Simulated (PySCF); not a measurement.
F2OSn. Atoms are numbered in the order given.

```xyz
4

Sn     0.0000     0.0000     0.1071
O      0.0000     0.0000     1.9521
F      0.0000     1.4483    -1.1650
F      0.0000    -1.4483    -1.1650
```

The structure is a stationary point at B3LYP-D3(BJ)/def2-SVP. The def2 effective core potentials stand for the cores of Sn; spin–orbit coupling is left out.

Level of theory: TDA-PBE/def2-SVPD (PySCF).

Vertical excitations. Isolated molecule, no solvent. State labels are in the subgroup C2v.

Computed UV-visible absorptions:
```json
[
 {"state": "S1", "symmetry": "B2", "energy (eV)": "2.67", "λ (nm)": "464", "f": "0.012", "main pairs": "HOMO→LUMO 99 %"},
 {"state": "S2", "symmetry": "B1", "energy (eV)": "2.99", "λ (nm)": "415", "f": "0.014", "main pairs": "HOMO−1→LUMO 99 %"},
 {"state": "S3", "symmetry": "A2", "energy (eV)": "4.25", "λ (nm)": "291", "f": "0.000", "main pairs": "HOMO→LUMO+1 100 %"},
 {"state": "S4", "symmetry": "A1", "energy (eV)": "4.81", "λ (nm)": "258", "f": "0.005", "main pairs": "HOMO−1→LUMO+1 56 %, HOMO−2→LUMO 43 %"},
 {"state": "S5", "symmetry": "B2", "energy (eV)": "5.06", "λ (nm)": "245", "f": "0.016", "main pairs": "HOMO−3→LUMO 97 %"},
 {"state": "S6", "symmetry": "A2", "energy (eV)": "5.18", "λ (nm)": "239", "f": "0.000", "main pairs": "HOMO−4→LUMO 100 %"},
 {"state": "S7", "symmetry": "A1", "energy (eV)": "5.44", "λ (nm)": "228", "f": "0.018", "main pairs": "HOMO−6→LUMO 68 %, HOMO−2→LUMO 15 %, HOMO−1→LUMO+1 14 %"},
 {"state": "S8", "symmetry": "B1", "energy (eV)": "5.69", "λ (nm)": "218", "f": "0.024", "main pairs": "HOMO−5→LUMO 98 %"},
 {"state": "S9", "symmetry": "A1", "energy (eV)": "6.32", "λ (nm)": "196", "f": "0.061", "main pairs": "HOMO→LUMO+2 62 %, HOMO−6→LUMO 20 %, HOMO−2→LUMO 11 %"},
 {"state": "S10", "symmetry": "B1", "energy (eV)": "6.58", "λ (nm)": "188", "f": "0.021", "main pairs": "HOMO−2→LUMO+1 95 %"},
 {"state": "T1", "symmetry": "B2", "energy (eV)": "1.97", "λ (nm)": "630", "f": "0", "main pairs": "HOMO→LUMO 100 %"},
 {"state": "T2", "symmetry": "B1", "energy (eV)": "2.27", "λ (nm)": "547", "f": "0", "main pairs": "HOMO−1→LUMO 99 %"},
 {"state": "T3", "symmetry": "A1", "energy (eV)": "3.76", "λ (nm)": "330", "f": "0", "main pairs": "HOMO−1→LUMO+1 55 %, HOMO−2→LUMO 41 %"},
 {"state": "T4", "symmetry": "A2", "energy (eV)": "3.95", "λ (nm)": "314", "f": "0", "main pairs": "HOMO→LUMO+1 99 %"}
]
```
Triplets are in the Tamm–Dancoff approximation.
